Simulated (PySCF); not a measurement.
# How methods differ on the excitation energy of Bi²⁺

Bi²⁺ [Xe] 4f14 5d10 6s2 6p1 (2P) → Bi²⁺ [Xe] 4f14 5d10 6s1 6p2 (4P), as a difference of total energies. All numbers are calculated (PySCF 2.14, a scalar-relativistic core potential, in aug-cc-pVQZ-PP with ECP60MDF (7s7p5d3f2g, 92 functions)). Correlated levels: valence: 5s2 5p6 5d10 frozen. The calculations carry no spin-orbit coupling.

| method | excitation energy (cm⁻¹) |
| --- | --- |
| UHF | 62786 |
| LDA | 83049 |
| PBE | 80587 |
| PBE0 | 77188 |
| r2SCAN | 76298 |
| CAM-B3LYP | 78852 |
| B3LYP | 80041 |
| wB97M-V | 76466 |
| LC-wPBE | 75004 |
| MP2 (valence) | 67986 |
| SCS-MP2 (valence) | 69954 |

Spin-orbit coupling is strong in these open shells (close to jj coupling). The scalar numbers leave it out and a first-order estimate fails, so it can dominate the gap to the real levels.
